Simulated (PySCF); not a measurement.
C₅H₁₂S₂Si.
SMILES with atom numbers: `[CH3:1][CH2:2][S:3][C@@H:4]1[CH2:5][Si@@H:6]1[S:7][CH3:8]`

Structure used (GFN2-xTB), in Å, numbered top down from 1:
```
atom  x, y, z in Å
C1    -2.9463    0.0033    0.8598
C2    -1.9461   -1.1357    0.8623
S3    -1.4001   -1.5939   -0.8173
C4    -0.5804   -0.0788   -1.3269
C5     0.7783   -0.2338   -2.0243
Si6    0.8720    0.6898   -0.3899
S7     1.6751   -0.3014    1.3167
C8     3.4515   -0.2295    0.9126
H9    -3.3003    0.1877    1.8722
H10   -2.4872    0.9156    0.4835
H11   -3.7989   -0.2427    0.2302
H12   -2.3889   -2.0469    1.2633
H13   -1.0538   -0.8840    1.4388
H14   -1.2717    0.5916   -1.8230
H15    1.1418   -1.2522   -2.0722
H16    0.8806    0.2734   -2.9732
H17    0.9923    2.1338   -0.3635
H18    3.6387   -0.7775   -0.0048
H19    3.9747   -0.6968    1.7399
H20    3.7637    0.8049    0.8127
```

NICS = −σ at a ghost point: NICS(0) at the centroid of the ring atoms, NICS(1) 1 Å to either side along the normal of their mean plane, zz for the tensor component along that normal. Level: GIAO PBE0/pcSseg-1 (PySCF, non-relativistic, gas phase) on the GFN2-xTB geometry, one conformer.

Ring bond lengths (Å), with Mayer bond orders in brackets: C4–C5 1.535 (0.88), C5–Si6 1.880 (0.94), Si6–C4 1.892 (0.87).

Q: What do the NICS probes read (ppm)?

A: 
```csv
ring,type,NICS(0),"NICS(1), two faces","NICS(1)zz, two faces",rms pucker (Å),"centre to ring atoms, mean (Å)"
C4–C5–Si6,3-membered ring with Si; formal bonds all single,-26.0,-8.7 / -6.3,-18.3 / -10.1,0.00,1.02
```

Q: What can be read from them?

A: 
- C4–C5–Si6: mean NICS(1)zz -14.2 ppm, shielded. C4, C5, Si6 have four or more neighbours; no verdict on aromaticity is drawn. The two faces differ by 8.2 ppm, so no symmetry operation interchanges them. NICS(0) lies 18 ppm below the mean NICS(1).
